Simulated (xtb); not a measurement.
F$_{4}$Se, triplet, from a rough starting geometry (a higher spin typed on purpose: for a closed-shell molecule this is an excited state); GFN2-xTB (xtb).

The xtb input:
```
$ xtb mol.xyz --gfn 2 --uhf 2 --opt vtight --json

# file mol.xyz
5

Se    -0.03170258     0.02288682     0.58853957
F      0.99194618     1.33615206    -0.16913136
F      1.39217527    -0.96658534    -0.13962327
F     -0.99192647    -1.31656933    -0.15540141
F     -1.29226217     0.95218985    -0.15041594
```

Task: Write the output that xtb gives for this input, abridged.

Result: 
```
   ID    Z sym.   atoms
    1   34 Se     1
    2    9 F      2-5

           -------------------------------------------------
          |                Calculation Setup                |
           -------------------------------------------------

           -------------------------------------------------
          |                 G F N 2 - x T B                 |
           -------------------------------------------------

          ...................................................
          :                      SETUP                      :
          :.................................................:
          :  # basis functions                  26          :
          :  # atomic orbitals                  25          :
          :  # shells                           11          :
          :  # electrons                        34          :
          :  max. iterations                   250          :
          :  Hamiltonian                  GFN2-xTB          :
          :  restarted?                      false          :
          :  GBSA solvation                  false          :
          :  PC potential                    false          :
          :  electronic temp.          300.0000000     K    :
          :  accuracy                    1.0000000          :
          :  -> integral cutoff          0.2500000E+02      :
          :  -> integral neglect         0.1000000E-07      :
          :  -> SCF convergence          0.1000000E-05 Eh   :
          :  -> wf. convergence          0.1000000E-03 e    :
          :  Broyden damping             0.4000000          :
          :  net charge                          0          :
          :  unpaired electrons                  2          :
          ...................................................

 iter      E             dE          RMSdq      gap      omega  full diag
   1    -21.8110952 -0.218111E+02  0.893E+00    0.30       0.0  T
   2    -21.8292240 -0.181288E-01  0.491E+00    0.15       1.0  T
   3    -21.8102345  0.189896E-01  0.430E+00    0.52       1.0  T
   4    -21.8570537 -0.468193E-01  0.300E+00    0.28       1.0  T
   5    -21.8813319 -0.242782E-01  0.356E+00    0.18       1.0  T
   6    -21.8841503 -0.281836E-02  0.241E+00    0.22       1.0  T
   7    -21.8899534 -0.580310E-02  0.131E+00    0.21       1.0  T
   8    -21.8807416  0.921179E-02  0.157E+00    0.26       1.0  T
   9    -21.8897902 -0.904854E-02  0.655E-01    0.24       1.0  T
[...]
 * total energy  :   -22.0054699 Eh     change       -0.1260354E-02 Eh
 * total energy  :   -22.0063020 Eh     change       -0.8321056E-03 Eh
 * total energy  :   -22.0066275 Eh     change       -0.3255501E-03 Eh
 * total energy  :   -22.0066873 Eh     change       -0.5981034E-04 Eh
 * total energy  :   -22.0067206 Eh     change       -0.3329525E-04 Eh
 * total energy  :   -22.0068236 Eh     change       -0.1029446E-03 Eh
 * total energy  :   -22.0069103 Eh     change       -0.8671764E-04 Eh
 * total energy  :   -22.0069492 Eh     change       -0.3889534E-04 Eh
 * total energy  :   -22.0069865 Eh     change       -0.3730504E-04 Eh
 * total energy  :   -22.0069987 Eh     change       -0.1221578E-04 Eh
 * total energy  :   -22.0070007 Eh     change       -0.1954770E-05 Eh
 * total energy  :   -22.0070007 Eh     change       -0.4097984E-07 Eh
   *** GEOMETRY OPTIMIZATION CONVERGED AFTER 22 ITERATIONS ***
         :: total energy             -22.007000694263 Eh    ::
[...]
      -------------------------------------------------------------
                  HL-Gap            0.2432680 Eh            6.6197 eV
             Fermi-level           -0.4425931 Eh          -12.0436 eV

     #   Z          covCN         q      C6AA      α(0)
     1  34 Se       3.067     0.662   214.826    25.539
     2   9 F        0.767    -0.165    10.885     3.897
     3   9 F        0.767    -0.165    10.887     3.897
     4   9 F        0.766    -0.166    10.891     3.898
     5   9 F        0.767    -0.166    10.889     3.898

 Mol. C6AA /au·bohr⁶  :        750.468865
 Mol. C8AA /au·bohr⁸  :      30877.764039
 Mol. α(0) /au        :         41.128941

Wiberg/Mayer (AO) data.
largest (>0.10) Wiberg bond orders for each atom

 ---------------------------------------------------------------------------
     #   Z sym  total        # sym  WBO       # sym  WBO       # sym  WBO
 ---------------------------------------------------------------------------
     1  34 Se   3.716 --     2 F    0.931     3 F    0.930     5 F    0.928
                             4 F    0.927
     2   9 F    1.260 --     1 Se   0.931     5 F    0.130     3 F    0.130
     3   9 F    1.259 --     1 Se   0.930     4 F    0.131     2 F    0.130
     4   9 F    1.257 --     1 Se   0.927     5 F    0.131     3 F    0.131
     5   9 F    1.258 --     1 Se   0.928     4 F    0.131     2 F    0.130
 ---------------------------------------------------------------------------

Topologies differ in total number of bonds
Writing topology from bond orders to xtbtopo.mol

molecular dipole:
                 x           y           z       tot (Debye)
 q only:        0.002       0.001      -0.001
   full:        0.003       0.002      -0.002       0.012
molecular quadrupole (traceless):
                xx          xy          yy          xz          yz          zz
 q only:       -2.101      -0.000      -2.101      -0.002       0.034       4.202
  q+dip:       -2.950       0.000      -2.951      -0.003       0.048       5.901
   full:       -3.144       0.000      -3.144      -0.003       0.051       6.288

optimized geometry written to: xtbopt.xyz

           -------------------------------------------------
          | TOTAL ENERGY              -22.007000694263 Eh   |
          | GRADIENT NORM               0.000171475035 Eh/α |
          | HOMO-LUMO GAP               6.619660344312 eV   |
           -------------------------------------------------

normal termination of xtb
```
